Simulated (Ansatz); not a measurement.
`C[O][Ga]([OH])[Cl]` + CH₃OH → `C[O][Ga]([OH])[O]C` + HCl  (ligand exchange at a Ga–Cl bond)

Gas-phase electronic energies from Ansatz, PBE0-D4/def2-TZVP geometries. CBS: MP2 limit from def2 TZ/QZ plus the TZ coupled-cluster correction, frozen cores. This one scheme is used for every species. Functionals use def2-TZVPP. B3LYP here is the variant with VWN-RPA as its local correlation; programs differ in this. For Ga outer-core shells are correlated without core-valence functions, which leaves a few kJ/mol of doubt a bond. Scalar relativity is left out up to krypton. One conformer a species, not always the lowest.

```csv
level,ΔE (kcal/mol),difference from CCSD(T)/CBS
PBE-D4,16.2,0.9
r2SCAN-D4,16.3,1.0
PBE0-D4,17.2,1.9
B3LYP-D4,15.7,0.4
ωB97X-V,15.9,0.6
ωB97M-V,16.4,1.1
B2PLYP,15.6,0.3
PBE,16.6,1.3
r2SCAN,16.5,1.2
PBE0,17.6,2.3
B3LYP,16.3,1.0
HF/def2-TZVPP,18.4,3.1
MP2/def2-TZVPP,14.8,-0.5
SCS-MP2/def2-TZVPP,14.6,-0.7
CCSD/def2-TZVPP,14.9,-0.4
CCSD(T)/def2-TZVPP,14.6,-0.7
HF/def2-QZVPP,18.1,2.8
MP2/def2-QZVPP,15.2,-0.1
SCS-MP2/def2-QZVPP,14.9,-0.4
HF/CBS(def2),18.1,2.8
MP2/CBS(def2),15.6,0.3
CCSD/CBS(def2),15.6,0.3
CCSD(T)/CBS,15.3,0
```

Largest T1 diagnostic among the species: 0.014.

From PBE to PBE0 (25 % exact exchange), in def2-TZVPP and without D4, ΔE moves by +1.0 kcal/mol. In def2-TZVPP, CCSD(T) changes the Hartree–Fock value by −3.8 kcal/mol (the triples alone add −0.3 kcal/mol) and MP2 by −3.6 kcal/mol.
